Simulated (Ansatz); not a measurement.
fulvene (C6H6), SMILES C1(=C)C=CC=C1.

Geometry: PBE0-D3(BJ)/def2-SVP.

Two levels are set side by side: PBE/def2-TZVPD (Ansatz, a first-principles code) and PBE0/def2-TZVPD (Ansatz). Energy differences of separate SCF runs at the same geometry; the states with an electron removed or added have multiplicity 2 and 2. Differences are taken from unrounded values.

| quantity | PBE |
|---|---|
| vertical ionisation energy (eV) | 8.32 |
| vertical singlet–triplet gap (eV) | 2.27 |

Q: These are the PBE values. What does PBE0 give? (An estimate is asked for; the answer gives what the named calculation found.)

A: 
```tsv
quantity	PBE0	PBE minus PBE0
vertical ionisation energy (eV)	8.27	0.04
vertical singlet–triplet gap (eV)	2.19	0.09
```
